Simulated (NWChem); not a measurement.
Molecule: C$_{3}$H$_{4}$FNSi; SMILES C#C/C=N/[SiH2]F

```xyz
10

C      0.0715    -3.5787     0.0000
C      0.1725    -2.3699     0.0000
C      0.3602    -0.9459     0.0000
N     -0.6079    -0.1233     0.0000
Si    -0.5212     1.6038     0.0000
F      1.0245     2.1249     0.0000
H     -0.0358    -4.6487     0.0000
H      1.4239    -0.6302     0.0000
H     -1.1749     2.1053    -1.2346
H     -1.1749     2.1053     1.2346
```
Atoms are numbered in this order, from 1.

Computed with NWChem. Pople sets run with spherical d functions. Geometry: optimised at PBE0/def2-SVP. GIAO values for the isolated, static molecule; σ is the absolute isotropic shielding, δ = σ(reference) − σ with the isolated reference molecule computed at the same levels (13C: tetramethylsilane, 19F: trichlorofluoromethane, 1H: tetramethylsilane, 29Si: tetramethylsilane).

```tsv
level	δ C1 (ppm)	δ C2 (ppm)	δ C3 (ppm)	δ Si5 (ppm)	δ F6 (ppm)	δ H8 (ppm)	δ H9 (ppm)
BHandHLYP/pcSseg-1	92.7	82.0	164.8	-28.4	-171.7	8.07	5.04
B3LYP/6-31G*	78.9	72.6	146.5	-6.7	-169.2	8.31	5.54
KT2/pcSseg-1	?	?	?	?	?	?	5.51
```

Question: Some entries are withheld; supply them.

Answer: 
- KT2/pcSseg-1, δ C1 (ppm): 83.8
- KT2/pcSseg-1, δ C2 (ppm): 81.3
- KT2/pcSseg-1, δ C3 (ppm): 149.1
- KT2/pcSseg-1, δ Si5 (ppm): -20.9
- KT2/pcSseg-1, δ F6 (ppm): -214.4
- KT2/pcSseg-1, δ H8 (ppm): 8.24
